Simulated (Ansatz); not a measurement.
Ansatz (a first-principles code) input (PBE0/def2-TZVP):

Ansatz 0.2 input:
```yaml
crystal:
  periodic: [false, false, false]
  atoms:
    - {symbol: Hf, position_ang: [-0.00000000, -0.00000000, -0.02516637]}
    - {symbol: H, position_ang: [0.00000000, 0.00000000, 1.81197847]}
basis:
  gaussian:
    orbitals: def2-TZVP
hamiltonian:
  xc: {name: PBE0}
magnetization: {spin_polarized: true, initial_magnetization: 1}
relax: {f_tol: 0.003, max_steps: 100}
```

End of the output:

```
integrals: 0.01 GiB planned
441 factors; integrals over basis functions are off by at most 3.7e-4 eV
mean field: 0.13 GiB planned
mean field evaluation 1: about -1316.9797 eV, gradient 1.1e1 eV
mean field evaluation 2: about -1317.1532 eV, gradient 1.1e1 eV
mean field evaluation 4: about -1317.9720 eV, gradient 4.5e-1 eV
mean field evaluation 8: about -1318.0148 eV, gradient 3.1e-1 eV
mean field evaluation 16: about -1318.0586 eV, gradient 3.1e-4 eV
mean field evaluation 32: about -1318.1201 eV, gradient 3.3e-5 eV
mean field evaluation 64: about -1317.9926 eV, gradient 7.1e-1 eV
mean field -1318.12010857 eV, -48.4400205361 hartree, gradient 2.6e-7 eV, S^2 1.075157; 7 other end points of the search recorded, 0 dependent functions left out
the calculation of the forces begins
reference -1318.12013440 eV, -48.4400214855 hartree; 7, 6 occupied and 39, 40 virtual orbitals, 441 factors
relax step   1: F+E_penalty+E_count = -1318.12010857 eV  Δ(F+E_penalty+E_count) = +0.000e0 eV  max|allowed force component| = 5.939e-2 eV/Å  Δτ_max = 0.0000 Å  (286 SCF iters, accepted)
these checks for a lower state are left out or cut short: starts, cluster_reference, orbital_swaps, neighbouring_geometries, increment
integrals: 0.01 GiB planned
441 factors; integrals over basis functions are off by at most 3.6e-4 eV
mean field: 0.13 GiB planned
mean field -1318.12004250 eV, -48.4400181080 hartree, gradient 2.1e-6 eV, S^2 1.073148; 0 other end points of the search recorded, 0 dependent functions left out
the calculation of the forces begins
reference -1318.12006830 eV, -48.4400190560 hartree; 7, 6 occupied and 39, 40 virtual orbitals, 441 factors
relax step   2: F+E_penalty+E_count = -1318.12004250 eV  Δ(F+E_penalty+E_count) = +6.607e-5 eV  max|allowed force component| = 7.090e-2 eV/Å  Δτ_max = 0.0063 Å  (74 SCF iters, rejected (line search))
these checks for a lower state are left out or cut short: starts, cluster_reference, orbital_swaps, neighbouring_geometries, increment
integrals: 0.01 GiB planned
441 factors; integrals over basis functions are off by at most 3.7e-4 eV
mean field: 0.13 GiB planned
mean field -1318.12028098 eV, -48.4400268722 hartree, gradient 4.9e-6 eV, S^2 1.074212; 0 other end points of the search recorded, 0 dependent functions left out
the calculation of the forces begins
reference -1318.12030680 eV, -48.4400278209 hartree; 7, 6 occupied and 39, 40 virtual orbitals, 441 factors
relax step   3: F+E_penalty+E_count = -1318.12028098 eV  Δ(F+E_penalty+E_count) = -1.724e-4 eV  max|allowed force component| = 1.203e-3 eV/Å  Δτ_max = 0.0030 Å  (71 SCF iters, accepted)
integrals: 0.01 GiB planned
441 factors; integrals over basis functions are off by at most 3.7e-4 eV
mean field: 0.13 GiB planned
mean field evaluation 96: about -1318.1203 eV, gradient 4.9e-6 eV
mean field evaluation 128: about -1318.0592 eV, gradient 4.8e-4 eV
mean field -1318.12028098 eV, -48.4400268722 hartree, gradient 4.9e-6 eV, S^2 1.074212; 8 other end points of the search recorded, 0 dependent functions left out
the calculation of the forces begins
reference -1318.12030680 eV, -48.4400278209 hartree; 7, 6 occupied and 39, 40 virtual orbitals, 441 factors
Total energy: -1318.12030680 eV, -48.4400278209 hartree
Atom 0 at     0.000000     0.000000    -0.022214 Å, force     0.000001     0.000000    -0.001203 eV/Å
Atom 1 at    -0.000000    -0.000000     1.809026 Å, force    -0.000001    -0.000000     0.001203 eV/Å
Dipole moment:     0.046380     0.000000    -0.323343 e Å
```

The spin state was set by rule; other spins were not relaxed.

The determinant is spin-contaminated: <S^2> is 1.07 against 0.75 for a pure state.
